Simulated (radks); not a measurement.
Neutral neodymium inside a hard spherical wall (all orbitals vanish at R), configuration held at [Xe] 4f4 6s2 and not refilled when levels cross. Calculated with a radial shooting solver on a logarithmic mesh with Libxc functionals: scalar-relativistic Kohn-Sham, r2SCAN, spin-unpolarised, spherical densities, finite nucleus; meta-GGA in the generalised Kohn-Sham scheme; Fermi nuclear charge, rms radius 4.9123 fm. Eigenvalues in eV, with the zero of energy where the potential of the charges vanishes at infinity; a dash marks a level that is unbound or too diffuse for the functional's potential to be trusted. A positive occupied level is held by the wall or, in an anion where self-interaction has pushed it up, behind a barrier. The pressure on the wall is -dE/dV.

| R (bohr) | E (hartree) | kinetic (hartree) | e(5s) | e(5p) | e(6s) | e(5d, empty) | e(4f) | e(6p, empty) | pressure (GPa) |
|---|---|---|---|---|---|---|---|---|---|
| free | -9624.5185 | 10243.059 | -41.800 | -22.964 | -3.567 | -1.788 | -1.455 | -1.136 | 0 |
| 15 | -9624.5185 | 10243.060 | -41.796 | -22.960 | -3.564 | -1.784 | -1.451 | -1.126 | 0.000326 |
| 8 | -9624.4928 | 10243.219 | -40.907 | -22.088 | -2.777 | -1.008 | -0.578 | 0.330 | 0.837 |
| 6 | -9624.3659 | 10243.754 | -39.050 | -20.312 | -0.241 | 0.820 | 1.297 | 4.410 | 9.00 |
| 3.5 | -9622.3467 | 10251.305 | -29.000 | -10.457 | 27.393 | 14.367 | 12.994 | 40.898 | 562 |
| 2 | -9598.0032 | 10328.833 | 30.012 | 58.344 | 226.80 | 105.68 | 71.048 | 261.02 | 32500 |
| 1.5 | -9539.4248 | 10498.662 | 155.58 | 200.93 | 567.89 | 271.29 | 150.49 | 616.42 | 234000 |
